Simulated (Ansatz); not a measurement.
Start from `C[SiH](N)I` and change one atom or group to get `CN[SiH](C)N`.

Ansatz, PBE0-D4/def2-TZVP geometries, multiplicity 1. Each molecule was computed in one conformer, which needn't be the lowest.

Elements past krypton have def2 core potentials.  Spin–orbit coupling is left out; it splits and shifts lone-pair levels of the heavy atoms by tenths of an eV.

```csv
property,`C[SiH](N)I`
LUMO energy (PBE/def2-TZVPP) / eV,-0.63
HOMO–LUMO gap (ωB97M-V/def2-TZVPP) / eV,11.42
HOMO–LUMO gap (PBE0/def2-TZVPP) / eV,7.46
HOMO energy (PBE0/def2-TZVPP) / eV,-7.23
size of the dipole moment (PBE/def2-TZVPP) / D,2.30
HOMO energy (ωB97M-V/def2-TZVPP) / eV,-9.38
```

Problem. Give the same properties after the change, and the shifts. (An estimate is asked.)

Solution. The calculation gave: 
```
                                      property  `CN[SiH](C)N`  shift
             LUMO energy (PBE/def2-TZVPP) / eV           0.19   0.82
       HOMO–LUMO gap (ωB97M-V/def2-TZVPP) / eV          11.22  -0.20
          HOMO–LUMO gap (PBE0/def2-TZVPP) / eV           7.50   0.04
            HOMO energy (PBE0/def2-TZVPP) / eV          -6.50   0.73
size of the dipole moment (PBE/def2-TZVPP) / D           0.49  -1.81
         HOMO energy (ωB97M-V/def2-TZVPP) / eV          -8.85   0.53
```

Dipoles are sizes alone; their direction can turn.

Positive LUMOs are unbound, so they and the gaps depend on the basis.
